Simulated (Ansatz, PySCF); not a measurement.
Species: CaCl, net charge 0, doublet state. 
Structure (B3LYP-D3(BJ)/def2-TZVP (Ansatz, a quantum-chemistry and plane-wave program) minimum search):
```xyz
2

Ca     0.0000     0.0000    -1.1231
Cl     0.0000     0.0000     1.3213
```
Charge 0, spin multiplicity 2.

Dipole moments at this geometry, in debye (magnitudes).

| level | program | dipole (D) |
|---|---|---|
| HF/def2-TZVPD | PySCF | 3.75 |
| revPBE/def2-TZVPD | Ansatz | 3.79 |
| PBE0/def2-TZVPD | Ansatz | 3.97 |
| BHLYP/def2-TZVPD | Ansatz | [?] |
| TPSSh/def2-TZVPD | PySCF | 3.78 |
| PW6B95/def2-TZVPD | PySCF | 4.15 |
| CAM-B3LYP/def2-TZVPD | Ansatz | 4.27 |
| wB97M-V/def2-TZVPD | Ansatz | 4.30 |
| CCSD(T)/def2-SVPD | Ansatz | [?] |

Problem. What belongs in the gaps?

Solution. 
- BHLYP/def2-TZVPD, dipole (D): 4.29
- CCSD(T)/def2-SVPD, dipole (D): 3.91
